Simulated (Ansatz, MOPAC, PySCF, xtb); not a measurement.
Energy landscape of H2Ge, singlet: symmetric bend, bond length relaxed. Scanned: H-Ge-H angle. Other coordinates (Ge-H bond length) were minimised at B3LYP/def2-TZVP.

Levels: RKS-B3LYP/6-31G* = restricted B3LYP/6-31G*, spherical d (PySCF 2.14.0); PM6, restricted, heats of formation (MOPAC); GFN1-xTB (xtb); CCSD(T)/aug-cc-pVQZ = CCSD(T) on RHF/aug-cc-pVQZ, cores with 3d frozen (Ansatz, a program for electronic structure).

Energies relative to the lowest point of each profile, in eV; the last columns give the difference from CCSD(T):

| a / ° | RKS-B3LYP/6-31G* | PM6 | GFN1-xTB | CCSD(T)/aug-cc-pVQZ | RKS-B3LYP/6-31G* − CCSD(T)/aug-cc-pVQZ | PM6 − CCSD(T)/aug-cc-pVQZ | GFN1-xTB − CCSD(T)/aug-cc-pVQZ |
|---|---|---|---|---|---|---|---|
| 157 | — | — | 2.069 | 2.140 | — | — | -0.071 |
| 147 | 1.781 | 0.642 | 1.538 | 1.604 | 0.177 | -0.962 | -0.066 |
| 137 | 1.235 | 0.418 | 1.084 | 1.110 | 0.126 | -0.692 | -0.026 |
| 127 | 0.779 | 0.216 | 0.699 | 0.689 | 0.090 | -0.473 | 0.009 |
| 117 | 0.420 | 0.071 | 0.387 | 0.358 | 0.062 | -0.287 | 0.029 |
| 107 | 0.165 | 0.000 | 0.156 | 0.126 | 0.039 | -0.126 | 0.030 |
| 97 | 0.023 | 0.013 | 0.020 | 0.004 | 0.019 | 0.009 | 0.016 |
| 87 | 0.000 | 0.119 | 0.000 | 0.000 | 0.000 | 0.119 | 0.000 |
| 77 | 0.109 | 0.311 | 0.122 | 0.122 | -0.013 | 0.189 | 0.000 |
| 67 | 0.362 | 0.572 | 0.423 | 0.374 | -0.012 | 0.197 | 0.048 |
| 60 | 0.625 | 0.774 | 0.764 | 0.624 | 0.000 | 0.149 | 0.140 |

RKS-B3LYP/6-31G* is furthest from CCSD(T)/aug-cc-pVQZ at 147 (0.177 eV, above); its mean absolute difference over the points is 0.054 eV.

PM6 is furthest from CCSD(T)/aug-cc-pVQZ at 147 (-0.962 eV, below); its mean absolute difference over the points is 0.320 eV.

GFN1-xTB is furthest from CCSD(T)/aug-cc-pVQZ at 60 (0.140 eV, above); its mean absolute difference over the points is 0.040 eV.

A dash means that the run gave no value there, or that the column was ended at a point which the program doubted or which failed a test of continuity chosen for this set; such a test can also cut sound points.

The scan ran from 180.0 to 60.0; beyond the range shown the relaxed coordinates jump or full CI changes its symmetry label.
